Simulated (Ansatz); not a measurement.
Molecule: C$_{4}$H$_{2}$BrSe (charge -1, singlet). It need not be the lowest isomer of its formula. Whether it binds its extra electron was not tested at this geometry. 
Coordinates optimised at B3LYP-D3(BJ)/def2-TZVP (Ansatz, a quantum-chemistry and plane-wave program):
```xyz
8

Br     2.0980    -1.0928    -0.3480
C      0.3139    -0.2205    -0.0741
C      0.2372     1.0394     0.4098
Se    -1.6502     1.3204     0.4517
C     -2.0062    -0.4148    -0.2311
C     -0.8146    -1.0351    -0.4285
H     -2.9913    -0.8160    -0.4208
H     -0.7146    -2.0425    -0.8141
```
Charge -1, spin multiplicity 1.

Parts of the frozen-core correlation energy in STO-3G (Ansatz, hartree). Frozen orbitals: 32; correlated occupied orbitals by spin: 16 and 16; virtual: 10 and 10. No spin-orbit coupling. No relativistic terms. The restricted reference is unstable.

| term | value |
|---|---|
| reference (HF) | -5068.80046 |
| MP2 opposite-spin | -0.20327 |
| MP2 same-spin | ? |
| CCSD correlation | ? |
| (T) | ? |
| T1 diagnostic | 0.017 |
| largest doubles amplitude | 0.091 |

Question: Complete the blanks.

Answer: 
- MP2 same-spin, value: -0.05309
- CCSD correlation, value: -0.30330
- (T), value: -0.00814
